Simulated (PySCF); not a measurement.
## How methods differ on the ionisation energy of Co²⁺

Co²⁺ [Ar] 3d7 (4F) → Co³⁺ [Ar] 3d6 (5D), as a difference of total energies. Calculation: PySCF 2.14, in pcseg-2; no relativity, point nucleus. Correlated levels: valence: [Ar] frozen. The calculations carry no spin-orbit coupling.

| method | ionisation energy (eV) |
| --- | --- |
| UHF | 31.328 |
| TPSS | 34.326 |
| BP86 | 34.509 |
| MP2 (valence) | 33.017 |
| SCS-MP2 (valence) | 33.040 |

**Question.** How much does correlation contribute at MP2 (valence)?

**Answer.** 33.017 − (31.328) = 1.689 eV, measured against UHF.

These non-relativistic numbers lack the scalar-relativistic shift.

The reference lies between the lowest fine-structure levels, while these numbers refer to the centres of the terms.

Errors of the correlated levels include the incompleteness of this basis and the frozen core.

For comparison: 33.5 ± 0.06 eV (semi-empirical (NIST evaluation); NIST Atomic Spectra Database, ionization energies).
